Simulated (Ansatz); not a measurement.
CHClInNO (`O=C=[N][InH][Cl]`). Total charge 0; spin multiplicity 1. In takes the def2 core potential. The structure was optimised at the PBE0-D4/def2-TZVP level. It is one conformer, not always the lowest.

```xyz
6

O    -0.045    1.778   -2.208
C    -0.178    0.825   -1.549
N    -0.345   -0.195   -0.931
In   -0.005   -0.838    0.953
Cl    0.954    0.825    2.248
H    -0.380   -2.395    1.486
```

(1) What is the dipole moment at B3LYP/def2-TZVPP? (An estimate is asked.)

(2) And with PBE, r2SCAN, ωB97M-V? (Estimate.)

(3) Give the Mulliken charges with B3LYP, r2SCAN, ωB97M-V in def2-TZVPP. (Best estimate.)

## Answers

(1) The calculation gave: 3.60 D, with components (-0.67, -3.21, 1.49) D in this frame, pointing from negative to positive charge.

(2) Computed: PBE 3.38 D, r2SCAN 3.54 D, ωB97M-V 3.65 D.

(3) Computed: 
```json
{"atom": "O1", "B3LYP": "-0.22", "r2SCAN": "-0.24", "ωB97M-V": "-0.25"}
{"atom": "C2", "B3LYP": "0.22", "r2SCAN": "0.30", "ωB97M-V": "0.31"}
{"atom": "N3", "B3LYP": "-0.37", "r2SCAN": "-0.43", "ωB97M-V": "-0.44"}
{"atom": "In4", "B3LYP": "0.79", "r2SCAN": "0.80", "ωB97M-V": "0.75"}
{"atom": "Cl5", "B3LYP": "-0.36", "r2SCAN": "-0.37", "ωB97M-V": "-0.34"}
{"atom": "H6", "B3LYP": "-0.07", "r2SCAN": "-0.06", "ωB97M-V": "-0.03"}
```

B3LYP here is the variant with VWN-RPA as its local correlation; programs differ in this.
